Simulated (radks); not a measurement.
Values are calculated unless marked as measured or tabulated.
Ionisation of neutral strontium, [Kr] 5s2, to [Kr] 5s1 as the strength of local exchange is varied. Level of theory: scalar-relativistic Kohn-Sham, Slater X-alpha exchange (alpha = 2/3 is LDA exchange), no correlation, spin-polarised, spherical densities, finite nucleus; Fermi nuclear charge, rms radius 4.224 fm (a radial shooting solver on a logarithmic mesh with Libxc functionals).

\begin{tabular}{lrrrrr}
alpha & E(Sr) (hartree) & exchange (hartree) & IE (eV) & -e of the level emptied (eV) & <r> of it (bohr) \\ \hline
0.564 & -3157.30496 & -82.27754 & 4.415 & 2.416 (5s) & 4.571 \\
0.667 & -3172.38414 & -97.74062 & 4.831 & 2.844 (5s) & 4.408 \\
0.669 & -3172.67761 & -98.04221 & 4.839 & 2.853 (5s) & 4.405 \\
0.746 & -3183.99555 & -109.69187 & 5.163 & 3.190 (5s) & 4.293 \\
0.756 & -3185.46818 & -111.21032 & 5.206 & 3.235 (5s) & 4.279 \\
0.761 & -3186.20474 & -111.97003 & 5.228 & 3.258 (5s) & 4.272 \\
1.009 & -3222.93757 & -150.04858 & 6.347 & 4.455 (5s) & 3.959 \\
\end{tabular}

NIST Atomic Spectra Database: 5.695 eV (measured). The Delta-SCF value meets it near alpha = 0.86.
